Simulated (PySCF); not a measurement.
GeOBr, SMILES [O]=[Ge][Br], multiplicity 2.

Coordinates come from a TPSSh-D3(BJ)/def2-TZVP optimisation.

The numbers are results of PySCF with PBE/def2-TZVPD, not measurements.

The molecule is in vacuum.

total energy: -4725.65517 hartree
point group: Cs
α spin, highest occupied and lowest empty level: -6.80 and -3.40 eV
β spin, highest occupied and lowest empty level: -7.38 and -5.85 eV
dipole moment: 2.45 D
quadrupole, principal values (traceless, Buckingham form, about the centre of nuclear charge): -9.92, 4.35, 5.57 D·Å
mean static polarisability: 61.1 bohr³ (9.05 Å³)
polarisability, principal values: 44.5, 53.6, 85.1 bohr³
⟨S²⟩: 0.753 (pure state 0.75)
